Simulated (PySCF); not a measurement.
**Structure from 2D NMR**

Compound of formula C3H11NSi3. Correlations simulated from computed shifts and the bond graph:

HSQC (one-bond C–H):
```
  δH    δC
1.67   3.1
0.35  -1.1
```

HMBC (two and three bonds, from the bond graph):
```
  δH           δC
3.63    3.1, -1.1
1.67  123.3, -1.1
0.35          3.1
```

Carbons without hydrogens: δ 123.3.

[PySCF 2.14.0 with density-fitted response routines: GIAO PBE0/pcSseg-1 shieldings; geometry: GFN2-xTB; one conformer; one averaged value for each set of equivalent atoms; in vacuum; relativity neglected]

Shifts are taken against calculated references (same method and geometry level): 1H (31.72 ppm) and 13C (186.93 ppm) against TMS.

Exchangeable hydrogens are left out of these lists.

**Question.** Which molecule is this?

**Answer.** SMILES C[Si]([SiH3])([SiH3])CC#N.

Mapped SMILES: `[CH3:1][Si:2]([SiH3:3])([SiH3:4])[CH2:5][C:6]#[N:7]`. Each H is labelled by its parent atom.

- δC 123.3 is C6, a nitrile carbon.
- δC 3.1 is C5, an sp3 CH2 bonded to Si, α to a nitrile (δH 1.67).
- δC -1.1 is C1, a methyl carbon bonded to Si (δH 0.35).
- HMBC from δH 1.67 reaches the proton-free carbon C6.

This is the structure that produced the data.

Shifts are as computed. Against solution values, carbons near 30 ppm lie about +3 ppm off and those near 130 ppm about +5 ppm. Of 1309 compounds with measured shifts, 239 miss one by over three times the rms of a fit or turn the order of signals round; such compounds aren't used in these exercises.
